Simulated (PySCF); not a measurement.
**Radial density of In⁺ (indium, charge +1)**

PBEsol, [Kr] 4d10 5s1 6s1, high-spin 3S determinant (an excited configuration). Calculation: PySCF 2.14, in aug-cc-pVDZ-PP with ECP28MDF (5s4p3d, 32 functions); scalar relativity through the core potential. This is the valence pseudo-density: the core potential removes the inner electrons and smooths the orbitals near the nucleus.

```tsv
r (bohr)	4πr²ρ (e/bohr)	4πr²(ρα − ρβ)
0.0165	1.778e-05	0.0000
0.0278	4.436e-05	0.0000
0.0468	0.0001031	0.0000
0.0787	0.0004196	0.0000
0.132	0.004872	0.0000
0.223	0.07806	0.0003
0.375	1.647	0.0156
0.630	15.65	0.1263
1.06	17.22	-0.0190
1.78	3.644	0.5760
3.00	0.4439	0.3169
5.04	0.2320	0.2308
8.48	0.07609	0.0761
14.3	0.0009539	0.0010
```

Energies and moments cover only the electrons outside the core potential. The outer electron is Rydberg-like, and this basis confines it to a smaller radius and binds it less than a complete one would.

**Question.** Where is the radial spin density 4πr²(ρα − ρβ) most negative, and why is it negative at all?

**Answer.** Around r = 1.06 bohr, down to -0.0190 e/bohr: exchange with the open shell polarises the paired shells in an unrestricted calculation.
